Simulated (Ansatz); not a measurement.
Ansatz (a quantum-chemistry and plane-wave program) input for HfFH₃, SMILES [F][HfH3], multiplicity 1, r2SCAN-D4/def2-TZVP. 

Ansatz 0.2 input:
```yaml
crystal:
  periodic: [false, false, false]
  atoms:
    - {symbol: Hf, position_ang: [0.00000000, 0.00000000, -0.19381211]}
    - {symbol: F, position_ang: [0.00000000, 0.00000000, 1.75698150]}
    - {symbol: H, position_ang: [-1.54706647, -0.89319924, -0.61945390]}
    - {symbol: H, position_ang: [1.54706646, -0.89319924, -0.61945391]}
    - {symbol: H, position_ang: [-0.00000001, 1.78639847, -0.61945391]}
basis:
  gaussian:
    orbitals: def2-TZVP
hamiltonian:
  xc: r2scan
  dispersion: d4
relax: {f_tol: 0.002, max_steps: 200}
```

Log of the run:

```
WARN ansatz: RAYON_NUM_THREADS=1 ignored (pool sized by the plan → 1); use --threads N
Functional definition: r2SCAN
integrals: 0.03 GiB planned
633 factors; their error is unknown
mean field: 0.20 GiB planned
mean field evaluation 1: about -4070.8672 eV, gradient 4.1e1 eV
mean field evaluation 2: about -4033.0741 eV, gradient 1.6e2 eV
mean field evaluation 4: about -4073.6655 eV, gradient 4.3e0 eV
mean field evaluation 8: about -4073.6956 eV, gradient 1.1e-1 eV
mean field evaluation 16: about -4073.6956 eV, gradient 1.6e-5 eV
mean field -4073.69558079 eV, -149.7055513440 hartree, gradient 1.6e-5 eV, S^2 0.000000; 0 other end points of the search recorded, 0 dependent functions left out
the calculation of the forces begins
reference -4073.69559263 eV, -149.7055517790 hartree; 12, 12 occupied and 77, 77 virtual orbitals, 633 factors
relax step   1: F+E_penalty+E_count = -4073.71051444 eV  Δ(F+E_penalty+E_count) = +0.000e0 eV  max|allowed force component| = 2.574e0 eV/Å  Δτ_max = 0.0000 Å  (28 SCF iters, accepted)
these checks for a lower state are left out or cut short: starts, cluster_reference, orbital_swaps, neighbouring_geometries, increment
integrals: 0.03 GiB planned
633 factors; their error is unknown
mean field: 0.21 GiB planned
mean field -4073.75471327 eV, -149.7077244225 hartree, gradient 1.1e-5 eV, S^2 0.000000; 0 other end points of the search recorded, 0 dependent functions left out
the calculation of the forces begins
reference -4073.75472590 eV, -149.7077248866 hartree; 12, 12 occupied and 77, 77 virtual orbitals, 633 factors
relax step   2: F+E_penalty+E_count = -4073.76946599 eV  Δ(F+E_penalty+E_count) = -5.895e-2 eV  max|allowed force component| = 1.343e0 eV/Å  Δτ_max = 0.1903 Å  (35 SCF iters, accepted)
these checks for a lower state are left out or cut short: starts, cluster_reference, orbital_swaps, neighbouring_geometries, increment
integrals: 0.03 GiB planned
633 factors; their error is unknown
mean field: 0.21 GiB planned
mean field evaluation 32: about -4073.8180 eV, gradient 1.7e-5 eV
mean field -4073.81796288 eV, -149.7100488027 hartree, gradient 1.7e-5 eV, S^2 0.000000; 0 other end points of the search recorded, 0 dependent functions left out
the calculation of the forces begins
reference -4073.81797511 eV, -149.7100492523 hartree; 12, 12 occupied and 77, 77 virtual orbitals, 633 factors
relax step   3: F+E_penalty+E_count = -4073.83294107 eV  Δ(F+E_penalty+E_count) = -6.348e-2 eV  max|allowed force component| = 2.102e-1 eV/Å  Δτ_max = 0.0905 Å  (34 SCF iters, accepted)
these checks for a lower state are left out or cut short: starts, cluster_reference, orbital_swaps, neighbouring_geometries, increment
integrals: 0.03 GiB planned
633 factors; their error is unknown
mean field: 0.21 GiB planned
mean field -4073.81856639 eV, -149.7100709815 hartree, gradient 1.8e-5 eV, S^2 0.000000; 0 other end points of the search recorded, 0 dependent functions left out
the calculation of the forces begins
reference -4073.81857865 eV, -149.7100714321 hartree; 12, 12 occupied and 77, 77 virtual orbitals, 633 factors
relax step   4: F+E_penalty+E_count = -4073.83354757 eV  Δ(F+E_penalty+E_count) = -6.065e-4 eV  max|allowed force component| = 2.725e-2 eV/Å  Δτ_max = 0.0055 Å  (29 SCF iters, accepted)
these checks for a lower state are left out or cut short: starts, cluster_reference, orbital_swaps, neighbouring_geometries, increment
integrals: 0.03 GiB planned
633 factors; their error is unknown
mean field: 0.21 GiB planned
mean field -4073.81857669 eV, -149.7100713598 hartree, gradient 1.7e-5 eV, S^2 0.000000; 0 other end points of the search recorded, 0 dependent functions left out
the calculation of the forces begins
reference -4073.81858895 eV, -149.7100718105 hartree; 12, 12 occupied and 77, 77 virtual orbitals, 633 factors
relax step   5: F+E_penalty+E_count = -4073.83355794 eV  Δ(F+E_penalty+E_count) = -1.037e-5 eV  max|allowed force component| = 2.032e-3 eV/Å  Δτ_max = 0.0005 Å  (29 SCF iters, accepted)
these checks for a lower state are left out or cut short: starts, cluster_reference, orbital_swaps, neighbouring_geometries, increment
integrals: 0.03 GiB planned
633 factors; their error is unknown
mean field: 0.21 GiB planned
mean field -4073.81857892 eV, -149.7100714419 hartree, gradient 5.4e-5 eV, S^2 0.000000; 0 other end points of the search recorded, 0 dependent functions left out
the calculation of the forces begins
reference -4073.81859118 eV, -149.7100718925 hartree; 12, 12 occupied and 77, 77 virtual orbitals, 633 factors
relax step   6: F+E_penalty+E_count = -4073.83355896 eV  Δ(F+E_penalty+E_count) = -1.026e-6 eV  max|allowed force component| = 6.041e-5 eV/Å  Δτ_max = 0.0004 Å  (21 SCF iters, accepted)
integrals: 0.03 GiB planned
633 factors; their error is unknown
mean field: 0.21 GiB planned
mean field evaluation 64: about -4073.8242 eV, gradient 5.1e-2 eV
mean field -4073.81857892 eV, -149.7100714419 hartree, gradient 5.4e-5 eV, S^2 0.000000; 1 other end points of the search recorded, 0 dependent functions left out
the calculation of the forces begins
reference -4073.81859118 eV, -149.7100718925 hartree; 12, 12 occupied and 77, 77 virtual orbitals, 633 factors
Total energy: -4073.83357123 eV, -149.7106223990 hartree
Atom 0 at     0.000000     0.000039    -0.088302 Å, force     0.000000    -0.000000     0.000060 eV/Å
Atom 1 at    -0.000000    -0.000050     1.791634 Å, force     0.000000    -0.000001    -0.000041 eV/Å
Atom 2 at    -1.522899    -0.879272    -0.666156 Å, force    -0.000037    -0.000022    -0.000007 eV/Å
Atom 3 at     1.522899    -0.879272    -0.666156 Å, force     0.000037    -0.000022    -0.000007 eV/Å
Atom 4 at    -0.000000     1.758555    -0.666211 Å, force    -0.000000     0.000046    -0.000006 eV/Å
Dipole moment:    -0.000000     0.000059    -0.122031 e Å
```

Self-consistency was reached.

Cost: very roughly 11 core-seconds.
